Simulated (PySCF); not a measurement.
Atomic charges by several schemes

Species: C₆H₇NSi.
Geometry (GFN2-xTB, Å), atoms numbered from 1 in this order:
```
atom  x, y, z in Å
N1     4.2871    0.2844    0.2033
C2     3.4196   -0.5571    0.5755
C3     2.0172   -0.4335    0.4738
C4     0.8249   -0.2252    0.3737
C5    -0.5366   -0.0471    0.1743
C6    -1.5285    0.2398    1.0375
C7    -2.7792    0.3157    0.2072
Si8   -1.7016   -0.0881   -1.3394
H9     3.8999    1.1340   -0.2082
H10    3.7886   -1.4784    1.0232
H11   -1.4696    0.4005    2.1033
H12   -3.5318   -0.4169    0.4998
H13   -3.2551    1.2959    0.2457
H14   -1.9120   -1.3952   -1.9554
H15   -1.5274    0.9791   -2.3210
```

Density: PBE0/pcSseg-1 (PySCF); schemes: Mulliken, IAO, Hirshfeld and ESP-fitted. Isolated species at its GFN2-xTB geometry, gas phase.

Problem. What partial charge does each atom carry?

Solution. In e:

| atom | environment | Mulliken | IAO | Hirshfeld | ESP-fitted |
| --- | --- | --- | --- | --- | --- |
| N1 | imine nitrogen | -0.324 | -0.414 | -0.222 | -0.793 |
| C2 | imine carbon | -0.051 | +0.026 | +0.048 | +0.557 |
| C3 | alkyne carbon | -0.160 | -0.101 | -0.059 | -0.321 |
| C4 | alkyne carbon | +0.354 | -0.009 | -0.039 | -0.006 |
| C5 | fully substituted alkene carbon | -0.529 | -0.287 | -0.094 | -0.193 |
| C6 | alkene CH carbon | -0.085 | -0.094 | -0.013 | +0.049 |
| C7 | sp3 carbon bound to silicon | -0.465 | -0.537 | -0.161 | -0.567 |
| Si8 | SiH2 silicon | +0.717 | +0.768 | +0.366 | +0.589 |
| H9 | N–H hydrogen | +0.165 | +0.250 | +0.109 | +0.406 |
| H10 | hydrogen on a C=N carbon | +0.132 | +0.162 | +0.057 | +0.030 |
| H11 | vinylic hydrogen | +0.086 | +0.156 | +0.059 | +0.131 |
| H12 | methylene hydrogen | +0.153 | +0.151 | +0.040 | +0.165 |
| H13 | methylene hydrogen | +0.152 | +0.151 | +0.041 | +0.166 |
| H14 | Si–H hydrogen | -0.073 | -0.111 | -0.066 | -0.106 |
| H15 | Si–H hydrogen | -0.074 | -0.111 | -0.066 | -0.107 |

Mean size of the charges over all atoms: ESP-fitted 0.279 e, Mulliken 0.235 e, IAO 0.222 e, Hirshfeld 0.096 e. Each set sums to the total charge, 0, to within 0.001 e. The Hirshfeld scheme divides the density at each point in proportion to the densities of the neutral, spherically averaged free atoms. The IAO scheme counts the electrons in orthogonalised intrinsic atomic orbitals, a minimal basis polarised so that it spans the occupied orbitals exactly.

Lowest charge. The schemes don't all agree: Mulliken C5 (-0.529); IAO C7 (-0.537); Hirshfeld N1 (-0.222); ESP-fitted N1 (-0.793).

Highest charge. All schemes agree: Mulliken Si8 (+0.717); IAO Si8 (+0.768); Hirshfeld Si8 (+0.366); ESP-fitted Si8 (+0.589).

Problem. How many electrons does the Hirshfeld scheme count on N1?

Solution. Z − q = 7 − (-0.222) = 7.222.

Problem. Sum the charges by element, for elements with more than one atom.

Solution. 
```
element  atoms  Mulliken     IAO  Hirshfeld  ESP-fitted
      C      6    -0.935  -1.003     -0.317      -0.481
      H      7    +0.542  +0.649     +0.174      +0.685
```
